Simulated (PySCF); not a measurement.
Stepwise substitution at one centre (Si SH-H). All species are isolated molecules in the gas phase. One relaxed conformer stands for each flexible species; it need not be the lowest. Strings in code marks are SMILES.

Method: ωB97X-D3(BJ)/def2-TZVP // PBE0-D3(BJ)/def2-TZVP in PySCF. All candidates: neutral, multiplicity 1. Excitations are Tamm–Dancoff values on a coarser integration grid. The basis has no diffuse functions, so Rydberg states are missing or too high.

The T1 excitation (TDA) is 5.85 eV, the S1 excitation (TDA) is 6.33 eV and the HOMO–LUMO gap is 12.01 eV.

**Question.** Name which member has these values.
(A) `S[SiH](S)S`
(B) `S[SiH2]S` (H–S–Si–S torsion 56°, S–Si–S–H torsion 56°)
(C) `S[Si](S)(S)S`

**Answer.** A, `S[SiH](S)S`. The others give `S[Si](S)(S)S`: 5.68 eV, 6.13 eV, 11.68 eV; `S[SiH2]S` (H–S–Si–S torsion 56°, S–Si–S–H torsion 56°): 5.69 eV, 6.15 eV, 11.89 eV
